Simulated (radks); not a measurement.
Values are calculated unless marked as measured or tabulated.
Problem. All-electron atom: the tin ion Sn4+ in [Kr] 4d9 5p1 (not the ground configuration). Code: a radial shooting solver on a logarithmic mesh with Libxc functionals. Model: non-relativistic Kohn-Sham, BLYP, spin-polarised, spherical densities, point nucleus; open shells are filled with parallel spins first (spin-orbit coupling, left out, can overturn this in heavy ions); relativity is left out, which matters for an element this heavy. Some entries of the table are withheld. Estimate them.

orbital  occ.  eigenvalue (Ry)  <r> (bohr)
1s up       1        -2059.930     0.03042
1s down     1        -2059.926     0.03042
2s up       1        -307.1454      0.1314
2s down     1        -307.1225      0.1314
2p up       3        -287.5922      0.1121
2p down     3        -287.5737      0.1121
3s up       1        -62.07059      0.3527
3s down     1        -62.05779      0.3526
3p up       3        -54.00990      0.3436
3p down     3        -53.99519      0.3436
3d up       5        -39.05649      0.3146
3d down     5        -39.03548      0.3146
4s up       1        -12.76809      0.8429
4s down     1        -12.68998      0.8428
4p up       3        -10.06604      0.8887
4p down     3         -9.98774      0.8886
4d up       5         -5.55271         (1)
4d down     4         -5.47377         (2)
5s up       0              (3)       2.047
5s down     0              (4)       2.053
5p up       1         -2.88004       2.283
5p down     0         -2.80276       2.296
5d up       0         -1.88090       2.938
4f up       0         -1.53015       2.467
6p up       0              (5)       4.447

Solution. 
(1) 4d up <r> (bohr): 1.039
(2) 4d down <r> (bohr): 1.039
(3) 5s up eigenvalue (Ry): -3.55608
(4) 5s down eigenvalue (Ry): -3.47500
(5) 6p up eigenvalue (Ry): -1.37794
